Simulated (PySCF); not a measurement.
SMILES NC[CH2], doublet (CAM-B3LYP/def2-SVP optimised geometry):

```
9

C      0.125     1.283     1.264
C     -0.210     0.580     0.000
N      0.295    -0.783     0.000
H      0.097     2.373     1.321
H      0.223     0.702     2.184
H      0.126     1.199    -0.862
H     -1.314     0.526    -0.107
H      1.314    -0.783     0.000
H     -0.002    -1.283    -0.835
```

Level of theory: unrestricted CAM-B3LYP/def2-TZVP (PySCF 2.14.0).

**Question.** What are the frontier orbital energies (α orbitals alone; a β orbital can be the lowest empty one) and the dipole moment?

**Answer.** HOMO-2 -12.04 eV, HOMO-1 -8.52 eV, HOMO -7.30 eV, LUMO 1.97 eV, LUMO+1 3.07 eV; dipole moment 1.39 D.

On the same geometry unrestricted PBE/def2-TZVP (PySCF) gives HOMO-2 -9.07 eV, HOMO-1 -5.54 eV, HOMO -4.58 eV, LUMO 0.37 eV, LUMO+1 1.45 eV; dipole moment 1.36 D.

Meta-Löwdin charges at CAM-B3LYP/def2-TZVP: C1 -0.26, C2 -0.08, N3 -0.52, H4 0.12, H5 0.12, H6 0.09, H7 0.11, H8 0.21, H9 0.21.
